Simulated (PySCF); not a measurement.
A GIAO shielding run with PySCF (density fitting, non-relativistic, gas phase) on SMILES C#C[C@@H]1[SiH2]N[Si@H](O[SiH3])[SiH2]1, C$_{3}$H$_{11}$NOSi$_{4}$:

```
$ OMP_NUM_THREADS=1 python probes_run.py task.json out

{"job": {"kind": "nmr", "xc": "PBE0", "basis": "pcSseg-1"}, "charge": 0, "multiplicity": 1}
C     -3.635167     1.787538    -0.713290
C     -2.597151     1.252666    -0.983938
C     -1.353000     0.606599    -1.281842
Si    -1.306522    -1.221733    -0.711312
N      0.399601    -1.519701    -0.658862
Si     1.618394    -0.284028    -0.509456
O      2.444958    -0.450880     0.885536
Si     2.513491    -0.640949     2.490145
Si     0.186953     1.507691    -0.549933
H     -4.542280     2.263787    -0.490435
H     -1.231013     0.606101    -2.370858
H     -1.948974    -1.389483     0.599289
H     -1.906547    -2.129860    -1.696296
H      0.687650    -2.480569    -0.575187
H      2.671256    -0.564096    -1.489240
H      1.981703     0.572969     3.110474
H      3.936212    -0.832625     2.758135
H      1.719718    -1.811452     2.865486
H      0.548813     2.636981    -1.425767
H     -0.193244     2.101724     0.744314
```

Hardware: 1 thread of an Arm Neoverse V2, shared host. The job also computes population analyses, field gradients, ring-centre shieldings.

Q: How large is the calculation?

A: 100 electrons, 236 basis functions and 1316 auxiliary functions.

Q: How long does it take, and how much memory does it need?

A: 66 s of wall time, with 15 SCF cycles and 5 response iterations; peak memory 1.1 GiB. Times on a shared host scatter by some tens of per cent.
